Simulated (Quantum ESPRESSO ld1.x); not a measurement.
Species: Bi31+. Configuration: [Kr] 4d10 4f6.

Calculated with ld1.x of Quantum ESPRESSO 7.5: scalar-relativistic Kohn-Sham, LDA (Slater exchange, VWN5 correlation), spin-polarised, spherical densities, point nucleus; open shells are filled with parallel spins first.

Energy parts (hartree):
total: -21035.089
kinetic: 23925.339
electron-nucleus: -50494.745
Hartree: 5874.248
exchange-correlation: -339.932

Orbitals (lengths in bohr, moments of r in powers of bohr):
| orbital | occ. | eigenvalue (hartree) | <r^4> |
|---|---|---|---|
| 1s up | 1 | -3370.01 | 3.329e-07 |
| 1s down | 1 | -3370.01 | 3.329e-07 |
| 2s up | 1 | -638.176 | 0.00004782 |
| 2s down | 1 | -638.159 | 0.00004780 |
| 2p up | 3 | -551.748 | 0.00004001 |
| 2p down | 3 | -551.735 | 0.00004000 |
| 3s up | 1 | -184.045 | 0.001692 |
| 3s down | 1 | -183.764 | 0.001686 |
| 3p up | 3 | -159.332 | 0.001889 |
| 3p down | 3 | -159.046 | 0.001882 |
| 3d up | 5 | -134.598 | 0.001441 |
| 3d down | 5 | -134.372 | 0.001432 |
| 4s up | 1 | -70.0256 | 0.03126 |
| 4s down | 1 | -69.6237 | 0.03143 |
| 4p up | 3 | -61.5125 | 0.03936 |
| 4p down | 3 | -61.1319 | 0.03963 |
| 4d up | 5 | -52.0194 | 0.04518 |
| 4d down | 5 | -51.6444 | 0.04564 |
| 4f up | 6 | -42.0089 | 0.04208 |
| 4f down | 0 | -41.5882 | 0.04291 |
| 5s up | 0 | -35.6652 | 0.3415 |
| 5s down | 0 | -35.4745 | 0.3459 |
| 5p up | 0 | -32.2575 | 0.4358 |
| 5p down | 0 | -32.0855 | 0.4420 |

The highest occupied level is 4f up at -1143.1 eV. Summed over all electrons, <r^2> = 4.601 bohr^2, which gives a Langevin (diamagnetic) susceptibility term of -3.64 x 10^-6 cm^3/mol. For comparison, the ionisation energy in NIST's Atomic Spectra Database is 1180 eV (theoretical). In exact Kohn-Sham theory the highest level is minus the ionisation energy, but local and semilocal functionals leave it too shallow, through self-interaction and a potential that decays too fast; potentials with the right tail come closer. Spin moment in Bohr magnetons: 6. The density falls to 0.001 e/bohr^3 at r = 1.15 bohr.

Beside tabulated values, note that scalar-relativistic runs lack spin-orbit coupling.
